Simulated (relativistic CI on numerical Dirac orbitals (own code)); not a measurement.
Co²⁺ in a cubic cluster: L2,3 absorption with charge transfer

Computed with a charge-transfer multiplet model of a cubic metal-ligand cluster with up to 2 ligand holes, Slater and spin-orbit integrals from Dirac-Coulomb-Breit ions, Slater integrals scaled by 0.9. The ground state mixes d7 with configurations of k ligand holes L, whose averages lie at kΔ + k(k − 1)U_dd/2; a core hole lowers each added d electron by U_cd. 20 K, Lorentzian 0.4 eV and Gaussian 0.3 eV FWHM.

Atomic integrals in eV (Slater integrals scaled, ζ unscaled), ground: F2dd 10.387, F4dd 6.447, zeta_d 0.063; with the core hole: F2dd 11.102, F4dd 6.898, zeta_d 0.084, zeta_core 9.670, F2cd 6.560, G1cd 4.914, G3cd 2.793.

Cluster parameters (eV): Δ = 4.4, U_dd = 7.8, 10Dq = 1.05, 10Dq(ligand) = 1.1, V(eg) = 2.25, V(t2g) = -1.02, final-state hopping factor = 1.

```csv
Case,n_d,d7,d8L,d9L2,S
U_cd = 7.7 eV,7.19,0.81,0.18,0.01,1.50
U_cd = 8.3 eV,7.19,0.81,0.18,0.01,1.50
U_cd = 8.9 eV,7.19,0.81,0.18,0.01,1.50
U_cd = 9.5 eV,7.19,0.81,0.18,0.01,1.50
U_cd = 10.7 eV,7.19,0.81,0.18,0.01,1.50
```

Weights, n_d and S are thermal averages at 20 K. Photon energies count from the first peak over 30 % of the highest in each spectrum, which can be another peak from case to case. The parameters are a model scan and need not match a compound or its usual spin state. Peaks in eV (height, largest 100):
- U_cd = 7.7 eV: 0.0 (65), 1.5 (83), 2.1 (81), 3.4 (100), 4.5 (22), 16.9 (20), 17.7 (23), 18.4 (27), 19.5 (6)
- U_cd = 8.3 eV: 0.0 (67), 1.5 (85), 2.1 (81), 3.4 (100), 4.5 (22), 16.9 (20), 17.7 (21), 18.4 (28), 19.4 (7)
- U_cd = 8.9 eV: 0.0 (68), 1.6 (86), 2.2 (81), 3.5 (100), 17.0 (20), 17.8 (20), 18.5 (29)
- U_cd = 9.5 eV: 0.0 (71), 1.6 (87), 2.2 (80), 3.4 (100), 6.5 (5), 17.0 (20), 17.8 (19), 18.5 (29)
- U_cd = 10.7 eV: 0.0 (74), 0.8 (22), 1.7 (91), 3.3 (100), 5.6 (8), 6.4 (9), 7.9 (10), 8.9 (5), 17.0 (19), 18.4 (28)

For the case U_cd = 9.5 eV, Δ = 4.4 eV is smaller than U_dd = 7.8 eV, the charge-transfer side of the Zaanen-Sawatzky-Allen scheme. With the core hole the configuration with one ligand hole lies at Δ + U_dd − U_cd = 4.5, 3.9, 3.3, 2.7, 1.5 eV from the one without, in the order of the table; where this is negative the screened configuration lies lower, though the effective hopping of about 3.2 eV (from the holes of the mixed ground state) mixes the two strongly wherever it is as large as the gap.
